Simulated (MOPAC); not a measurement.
MOPAC input (PM7):

```
PM7 1SCF CHARGE=-1 GEO-OK AUX(PRECISION=9) THREADS=1
HBr2Ge

Br    1.97268400 1   -0.38380000 1   -0.30992000 1
Ge   -0.01210500 1    0.82311300 1    0.71514600 1
Br   -1.96113000 1   -0.42366600 1   -0.33062000 1
H    -0.01702400 1    1.92172000 1   -0.46575800 1
```

Output:

```
 *******************************************************************************
 **                                                                           **
 **                              MOPAC v23.2.5                                **
 **                                                                           **
 *******************************************************************************
 ** MOPAC's Digital Object Identifier: https://doi.org/10.5281/zenodo.6511958 **
 **                                                                           **
 ** Please cite the open-source release paper for use of this MOPAC version:  **
 ** J. E. Moussa and J. J. P. Stewart (2026)                                  **
 ** MOPAC: An open-source semiempirical molecular orbital program             **
 ** J. Open Source Softw., 11(119), 8025, https://doi.org/10.21105/joss.08025 **
 *******************************************************************************

                              PM7 CALCULATION RESULTS

 *******************************************************************************
 *  PM7        - The PM7 Hamiltonian to be used
 *  GEO-OK     - OVERRIDE INTERATOMIC DISTANCE AND OTHER SAFETY CHECKS
 *
 *
 *
 *                 CHARGE ON SYSTEM = -1
 *
 *
 *
 *  1SCF       - DO 1 SCF AND THEN STOP
 *  AUX        - OUTPUT AUXILIARY INFORMATION
 *******************************************************************************
PM7 1SCF CHARGE=-1 GEO-OK AUX(PRECISION=9) THREADS=1
 HBr2Ge

   ATOM   CHEMICAL          X               Y               Z
  NUMBER   SYMBOL      (ANGSTROMS)     (ANGSTROMS)     (ANGSTROMS)

     1      Br          1.97268400  *  -0.38380000  *  -0.30992000  *
     2      Ge         -0.01210500  *   0.82311300  *   0.71514600  *
     3      Br         -1.96113000  *  -0.42366600  *  -0.33062000  *
     4       H         -0.01702400  *   1.92172000  *  -0.46575800  *

          CARTESIAN COORDINATES

    NO.       ATOM           X           Y           Z

     1        Br          1.9727     -0.3838     -0.3099
     2        Ge         -0.0121      0.8231      0.7151
     3        Br         -1.9611     -0.4237     -0.3306
     4         H         -0.0170      1.9217     -0.4658

 General Reference for PM7:
 "Optimization of Parameters for Semiempirical Methods VI: More Modifications to the
 NDDO Approximations and Re-optimization of Parameters", J. J. P. Stewart, J. Mol. Mod., 1:32, 19 (2013)
 https://link.springer.com/article/10.1007/s00894-012-1667-x

           Empirical Formula: H Br2 Ge  =     4 atoms

      MOLECULAR POINT GROUP   :   Cs

      RHF CALCULATION, NO. OF DOUBLY OCCUPIED LEVELS = 10

 -------------------------------------------------------------------------------
 PM7 1SCF CHARGE=-1 GEO-OK AUX(PRECISION=9) THREADS=1
 HBr2Ge

     1SCF WAS SPECIFIED, SO BFGS WAS NOT USED
     SCF FIELD WAS ACHIEVED

                              PM7 CALCULATION
                                                       MOPAC v23.2.5 Linux

          FINAL HEAT OF FORMATION =        -67.34173 KCAL/MOL =    -281.75779 KJ/MOL

          COSMO AREA              =        130.97 SQUARE ANGSTROMS
          COSMO VOLUME            =        124.01 CUBIC ANGSTROMS

          IONIZATION POTENTIAL    =          4.364618 EV
          HOMO LUMO ENERGIES (EV) =         -4.365  3.430
          NO. OF FILLED LEVELS    =         10
          MOLECULAR WEIGHT        =        233.4059         POINT GROUP:  Cs

          MOLECULAR DIMENSIONS (Angstroms)

            Atom       Atom       Distance
           Br     3   Br     1     3.93407
            H     4   Br     1     2.33011
           Ge     2   Br     1     1.11002

          SCF CALCULATIONS        =          1

   ATOM   CHEMICAL          X               Y               Z
  NUMBER   SYMBOL      (ANGSTROMS)     (ANGSTROMS)     (ANGSTROMS)

     1      Br          1.97268400  *  -0.38380000  *  -0.30992000  *
     2      Ge         -0.01210500  *   0.82311300  *   0.71514600  *
     3      Br         -1.96113000  *  -0.42366600  *  -0.33062000  *
     4       H         -0.01702400  *   1.92172000  *  -0.46575800  *

                             CARTESIAN COORDINATES

   1   Br        1.972684000    -0.383800000    -0.309920000
   2   Ge       -0.012105000     0.823113000     0.715146000
   3   Br       -1.961130000    -0.423666000    -0.330620000
   4    H       -0.017024000     1.921720000    -0.465758000

           Empirical Formula: H Br2 Ge  =     4 atoms

      MOLECULAR POINT GROUP   :   Cs

                  EIGENVALUES
 -21.52615 -21.33572 -12.61753  -6.84640  -6.72059  -6.25012  -5.82649  -5.63639
  -5.51209  -4.36462   3.43022   3.57289   6.17089 272.11688 273.08503 273.19188
 274.62967 274.63446 275.02836 275.05084 276.09794 276.31373 277.08915

              NET ATOMIC CHARGES AND DIPOLE CONTRIBUTIONS

  ATOM NO.   TYPE          CHARGE      No. of ELECS.   s-Pop       p-Pop       d-Pop
    1         Br          -0.552704        7.5527     1.95512     5.59625     0.00133
    2         Ge           0.118185        3.8818     1.76372     2.11809
    3         Br          -0.552704        7.5527     1.95512     5.59626     0.00133
    4          H          -0.012777        1.0128     1.01278
 DIPOLE           X         Y         Z       TOTAL
 POINT-CHG.    -0.036     2.435     2.140     3.242
 HYBRID         0.008     0.118    -1.721     1.725
 SUM           -0.028     2.553     0.419     2.587

          ATOMIC ORBITAL ELECTRON POPULATIONS

     Atom    s        px        py        pz      x^2-y^2     xz        z^2       yz        xy
    1 Br   1.95512   1.74760   1.91569   1.93297   0.00022   0.00035   0.00017   0.00013   0.00046
    2 Ge   1.76372   0.43523   0.63175   1.05112
    3 Br   1.95512   1.75497   1.91072   1.93057   0.00021   0.00034   0.00017   0.00014   0.00046
    4  H   1.01278

 **********************
 *                    *
 * JOB ENDED NORMALLY *
 *                    *
 **********************

 == MOPAC DONE ==
```

The dipole moment of an ion depends on the origin.

The geometry given is a B3LYP-D3(BJ)/def2-TZVP minimum.
